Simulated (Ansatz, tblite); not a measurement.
Spin states of BeI2⁺, each relaxed with B3LYP-D4/def2-TZVP in Ansatz. Electronic energies in the gas phase.

In the def2 sets I takes a core potential; there is no spin–orbit coupling. The xTB rows come from tblite. Correlated methods freeze 8 core orbitals; core or outer-core shells of I are correlated, in sets that lack core-valence functions. In CCSD on the charge 1 doublet the largest single amplitude is 0.32, so its Hartree–Fock determinant may place the open shell otherwise than the density functionals do. HOMO above LUMO, or a gap near zero within one spin, warns that the state may not be the lowest or that an electron is smeared out. In the quartet, I2 and I3 lie 3.12 Å apart (atoms count from 1), so these atoms are partly bonded to each other. The structure comes from a short search, and lower isomers may exist.

Doublet geometry (D∞h within 0.1 Å):

| atom | x (Å) | y (Å) | z (Å) |
| --- | --- | --- | --- |
| Be1 | 0.0000 | -0.0002 | -0.0009 |
| I2 | 2.1883 | 0.0726 | 0.0323 |
| I3 | -2.1883 | -0.0723 | -0.0314 |

Quartet geometry (C2v within 0.1 Å):

| atom | x (Å) | y (Å) | z (Å) |
| --- | --- | --- | --- |
| Be1 | 0.6067 | -0.0044 | 1.1859 |
| I2 | 0.2709 | 1.4221 | -0.8816 |
| I3 | -0.8776 | -1.4177 | -0.3043 |

⟨S²⟩: doublet 0.76 at PBE0-D4/def2-TZVP (pure 0.75), quartet 3.76 at PBE0-D4/def2-TZVP (pure 3.75).

Only these spin states were relaxed. The quartet has other bonds than the doublet, so the gap mixes isomer and spin.

(1) Estimate which spin state lies lowest at each of these levels, and by how much: GFN2-xTB; HF/def2-TZVP; HF/def2-TZVPP; PBE-D4/def2-TZVP; r2SCAN-D4/def2-TZVP; r2SCANh-D4/def2-TZVP; B2PLYP/def2-TZVP; MP2/def2-TZVP.

Results:

(1) 
| level | quartet − doublet (kcal/mol) | lowest of these | remarks |
| --- | --- | --- | --- |
| GFN2-xTB | 86.8 | doublet | – |
| HF/def2-TZVP | 63.1 | doublet | – |
| HF/def2-TZVPP | 63.1 | doublet | – |
| PBE-D4/def2-TZVP | 69.8 | doublet | gap within one spin near zero (doublet) |
| r2SCAN-D4/def2-TZVP | 70.6 | doublet | – |
| r2SCANh-D4/def2-TZVP | 70.8 | doublet | – |
| B2PLYP/def2-TZVP | 76.3 | doublet | – |
| MP2/def2-TZVP | 75.0 | doublet | – |

Change of the quartet − doublet gap on mixing in exact exchange, in kcal/mol: r2SCAN to r2SCANh (10 % exact exchange) 0.2. The xTB methods have no term that favours high spin, so they put low spin too low.
